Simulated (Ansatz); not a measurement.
`FC#C[SiH3]` + `C=CCS` → `C=CCS[SiH3]` + `C#CF`  (ligand exchange at the Si–C bond)

Isolated molecules relaxed with PBE0-D4/def2-TZVP in Ansatz; ΔE leaves out vibrations. CCSD(T)/CBS is the MP2 limit (def2-TZVPP, def2-QZVPP) plus CCSD(T) − MP2 in def2-TZVPP, frozen cores. This one scheme is used for every species. DFT in def2-TZVPP. B3LYP here is the variant with VWN-RPA as its local correlation; programs differ in this. One conformer a species, not always the lowest.

Question: Is it downhill or uphill in electronic energy at CCSD(T)/CBS, and by how much? (Estimate.)

Answer: The calculation gave: Downhill: ΔE = -0.19 eV.

Question: What do these levels give: BLYP-D4, ωB97M-V, B3LYP, HF/def2-SVP, SCS-MP2/def2-TZVPP, CCSD/CBS(def2)? (Best estimate.)

Answer: Computed: BLYP-D4 -0.19, ωB97M-V -0.19, B3LYP -0.08, HF/def2-SVP -0.05, SCS-MP2/def2-TZVPP -0.13, CCSD/CBS(def2) -0.18 eV.

Largest T1 diagnostic among the species: 0.013.

The D4 term adds −0.11 eV with B3LYP and −0.06 eV with PBE0; it sums over pairs of atoms, weighted by their polarisabilities, and B3LYP, whose exchange is more repulsive, gets the larger term. At CCSD(T), def2-SVP lies +0.07 eV from the extrapolated value and def2-TZVPP +0.04 eV. From BLYP to BHLYP (50 % exact exchange), in def2-TZVPP and without D4, ΔE moves by −0.04 eV.
